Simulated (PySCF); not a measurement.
C2H5Se, doublet, geometry from GFN2-xTB; SCAN/def2-SVP in PySCF.

Input for PySCF:
```python
from pyscf import gto, scf, dft

mol = gto.Mole()
mol.atom = '''
    C     1.49761263    0.16353966   -0.58909228
    Se   -0.00641801   -0.21359841    0.38267030
    C    -1.33162899    0.55167442   -0.83254576
    H     2.42913506   -0.14745875   -0.15117942
    H     1.49762313    1.05842432   -1.18733177
    H    -1.15487641    1.62127093   -0.92096503
    H    -1.23025095    0.07022799   -1.80212363
    H    -2.31932019    0.36859686   -0.41936231
'''
mol.basis = 'def2-svp'
mol.spin = 1
mol.verbose = 4
mol.build()

mf = dft.UKS(mol)
mf.xc = 'scan'
mf.grids.prune = dft.gen_grid.sg1_prune
mf.kernel()
mf.analyze()
```

The log (banner, timings and long lists left out):

```
PySCF version 2.14.0

[INPUT] verbose = 4
[INPUT] num. atoms = 8
[INPUT] num. electrons = 51
[INPUT] charge = 0
[INPUT] spin (= nelec alpha-beta = 2S) = 1
[INPUT] symmetry False subgroup None
[INPUT] Mole.unit = angstrom
[INPUT] Symbol           X                Y                Z      unit          X                Y                Z       unit  Magmom
[INPUT]  1 C      1.497612630000   0.163539660000  -0.589092280000 AA    2.830077711390   0.309045167904  -1.113223071296 Bohr   0.0
[INPUT]  2 Se    -0.006418010000  -0.213598410000   0.382670300000 AA   -0.012128281165  -0.403642495543   0.723142063005 Bohr   0.0
[INPUT]  3 C     -1.331628990000   0.551674420000  -0.832545760000 AA   -2.516414090631   1.042513563728  -1.573283472568 Bohr   0.0
[INPUT]  4 H      2.429135060000  -0.147458750000  -0.151179420000 AA    4.590399982979  -0.278656652171  -0.285687699471 Bohr   0.0
[INPUT]  5 H      1.497623130000   1.058424320000  -1.187331770000 AA    2.830097553514   2.000132088379  -2.243731864295 Bohr   0.0
[INPUT]  6 H     -1.154876410000   1.621270930000  -0.920965030000 AA   -2.182400122621   3.063758031419  -1.740371677002 Bohr   0.0
[INPUT]  7 H     -1.230250950000   0.070227990000  -1.802123630000 AA   -2.324837359986   0.132711667379  -3.405520103307 Bohr   0.0
[INPUT]  8 H     -2.319320190000   0.368596860000  -0.419362310000 AA   -4.382879954274   0.696547115775  -0.792479912865 Bohr   0.0

nuclear repulsion = 178.217616538601
number of shells = 39
number of NR pGTOs = 157
number of NR cGTOs = 85
basis = def2-svp
ecp = {}

******** <class 'pyscf.dft.uks.UKS'> ********
method = UKS
initial guess = minao
damping factor = 0
level_shift factor = 0
DIIS = <class 'pyscf.scf.diis.CDIIS'>
diis_start_cycle = 1
diis_space = 8
diis_damp = 0
SCF conv_tol = 1e-09
SCF conv_tol_grad = None
SCF max_cycles = 50
direct_scf = True
direct_scf_tol = 1e-13
number electrons alpha = 26  beta = 25
XC library pyscf.dft.libxc version 7.1.2
    S. Lehtola, C. Steigemann, M. J. T. Oliveira, and M. A. L. Marques,  SoftwareX 7, 1–5 (2018)
XC functionals = scan
    J. Sun, A. Ruzsinszky, and J. P. Perdew,  Phys. Rev. Lett. 115, 036402 (2015)
    J. Sun, A. Ruzsinszky, and J. P. Perdew,  Phys. Rev. Lett. 115, 036402 (2015)
radial grids:
    Treutler-Ahlrichs [JCP 102, 346 (1995); DOI:10.1063/1.469408] (M4) radial grids

becke partition: Becke, JCP 88, 2547 (1988); DOI:10.1063/1.454033
pruning grids: <function sg1_prune>
grids dens level: 3
symmetrized grids: False
atomic radii adjust function: <function treutler_atomic_radii_adjust>
small_rho_cutoff = 0
Set gradient conv threshold to 3.16228e-05
Traceback (most recent call last):
  File "input.py", line 22, in <module>
  File "<string>", line 2, in kernel
  File "site-packages/pyscf/scf/hf.py", line 2099, in scf
  File "site-packages/pyscf/scf/hf.py", line 132, in kernel
  File "site-packages/pyscf/dft/uks.py", line 42, in get_veff
  File "site-packages/pyscf/dft/uks.py", line 192, in initialize_grids
  File "site-packages/pyscf/dft/rks.py", line 506, in initialize_grids
  File "site-packages/pyscf/dft/gen_grid.py", line 653, in build
  File "<string>", line 6, in gen_atomic_grids
  File "site-packages/pyscf/dft/gen_grid.py", line 318, in gen_atomic_grids
  File "site-packages/pyscf/dft/gen_grid.py", line 81, in sg1_prune
IndexError: index 34 is out of bounds for axis 0 with size 19
```

The program refused the input.
